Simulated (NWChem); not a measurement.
CH2BrF; SMILES BrCF

```xyz
5

F      0.4104     1.9582     0.0000
C     -0.6028     1.0784     0.0000
Br     0.0548    -0.7450     0.0000
H     -1.2083     1.1931     0.9096
H     -1.2083     1.1931    -0.9096
```
Atoms are numbered in this order, from 1.

Computed with NWChem. Geometry optimised at PBE0/def2-SVP; all other runs use it. This build's default masses of Se (78.918 u) and Br (79.917 u) are each other's, which moves their modes by up to 0.6 %.

| quantity | level | value |
|---|---|---|
| vertical, lowest state with f > 0.02, singlet (eV) | B3LYP/def2-SVPD, TDA | [?] |
| isotropic polarisability (bohr³), static | B3LYP/def2-SVPD | [?] |
| cavity-dispersion-structure term (kcal/mol) in water | PBE0/def2-SVP, SMD | 1.7 |
| vertical ionisation energy, ΔSCF (eV) | B3LYP/def2-SVP | 10.85 |
| dipole (D) | PBE0/def2-SVP | [?] |
| highest harmonic frequency (cm⁻¹) | PBE0/def2-SVP | 3197 |

Q: Complete the blanks.

A: 
- vertical, lowest state with f > 0.02, singlet (eV), value: 7.48
- isotropic polarisability (bohr³), static, value: 37.9
- dipole (D), value: 1.77
